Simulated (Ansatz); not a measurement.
Cartesian coordinates in Å:
```
C 0.692 0.340 1.202
O 0.897 -0.536 0.113
Si -0.233 -1.045 -0.944
F 0.618 -1.683 -2.131
Se -1.460 0.658 -1.886
H 0.151 1.239 0.888
H 1.671 0.631 1.582
H 0.135 -0.152 2.004
H -2.471 0.548 -0.827
```

Charge 0, multiplicity 2.

**Question.** List the r2SCAN/def2-TZVPP orbital energies in eV (Ansatz). (Best estimate.)

**Answer.** Computed: α occupied: -12334.38, -1792.96, -1575.03, -1412.27, -1412.26, -1412.20, -666.34, -516.49, -274.75, -211.16, -154.61, -154.53, -154.34, -143.15, -98.08, -98.04, -98.00, -55.00, -54.97, -54.82, -54.77, -54.74, -31.47, -27.34, -18.63, -18.27, -14.13, -12.66, -11.99, -11.96, -11.28, -10.85, -10.13, -9.59, -8.30, -8.06, -6.64, -5.43. α empty: -0.69, -0.18, 0.51, 0.80, 1.79, 2.63, 3.13, 3.27. β occupied: -12334.36, -1792.88, -1575.03, -1412.27, -1412.24, -1412.20, -666.28, -516.39, -274.75, -211.14, -154.60, -154.50, -154.33, -143.08, -97.97, -97.94, -97.88, -54.97, -54.94, -54.81, -54.74, -54.72, -31.37, -27.18, -18.49, -18.21, -13.94, -12.55, -11.94, -11.85, -11.15, -10.74, -10.05, -9.25, -8.08, -7.85, -6.54. β empty: -3.13, -0.51, 0.48, 0.91, 1.16, 1.90, 2.75, 3.21. ⟨S²⟩ = 0.754.
